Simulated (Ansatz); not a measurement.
`ClB1CS1`. Total charge 0; spin multiplicity 1.

```xyz
6

Cl   -0.603   -0.427   -2.340
B    -0.418   -0.275   -0.641
C     0.430    0.280    0.498
S    -1.131   -0.691    0.889
H     0.377    1.328    0.781
H     1.344   -0.215    0.813
```

(1) List the harmonic frequencies (cm⁻¹, unscaled) at PBE0-D4/def2-TZVP in Ansatz. (An estimate is asked.)

(2) Is this a minimum?

(3) Give the ideal-gas thermochemistry at 298.15 K and 1 bar (rigid rotor, harmonic oscillator; point group Cs, symmetry number 1).

(4) And at 400, 500, 600, 800 and 1000 K?

(5) Rotational constants (cm⁻¹)?

Results:

(1) Ansatz gave: 266, 311, 460, 635, 867, 878, 935, 1020, 1316, 1449, 3121, 3200.

(2) Yes, all 12 modes are real.

(3) Zero-point energy 86.5 kJ/mol; H(298) − E = 100.3 kJ/mol; entropy 293.3 J/(mol·K), of which translation 165.3, rotation 108.3, vibration 19.6; G(298) − E = 12.9 kJ/mol.

(4) 
| T (K) | H − E (kJ/mol) | S (J/mol/K) | G − E (kJ/mol) |
| --- | --- | --- | --- |
| 400 | 107.6 | 314.4 | -18.1 |
| 500 | 115.9 | 332.7 | -50.5 |
| 600 | 124.9 | 349.2 | -84.6 |
| 800 | 144.7 | 377.6 | -157.4 |
| 1000 | 166.1 | 401.4 | -235.3 |

(5) 0.4428, 0.08478, 0.07217.
